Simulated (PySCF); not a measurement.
Worked example: oscillator strength and radiative lifetime

AlH2Br, SMILES [AlH2][Br].

The structure is a stationary point at B3LYP-D3(BJ)/def2-TZVP.

TDA-PBE0/def2-TZVPD run with PySCF puts the first singlet state with f over 0.02 at 6.08 eV (vertical), with the transition dipole (0.000, 0.000, -0.600) in atomic units.

Question: Find the oscillator strength, the wavelength and the radiative lifetime that this transition would have in vacuum if emission retraced absorption.

Answer: 
|μ|² = 0.3600 au, so |μ| = 1.53 D. ΔE = 6.08/27.211 = 0.2234 hartree. f = (2/3) ΔE |μ|² = 0.054 (the program prints 0.054).
λ = 1239.84/6.08 = 204 nm; ν = 49038 cm⁻¹.
Einstein's coefficient A = 0.6670 ν² f s⁻¹ (ν in cm⁻¹) = 8.6e7 s⁻¹, so τ = 1/A = 12 ns. This state is S2; the lower singlet has f = 0.000. The figure is the radiative limit of this one transition; relaxation, internal conversion, crossing to triplets and a medium change what is measured.
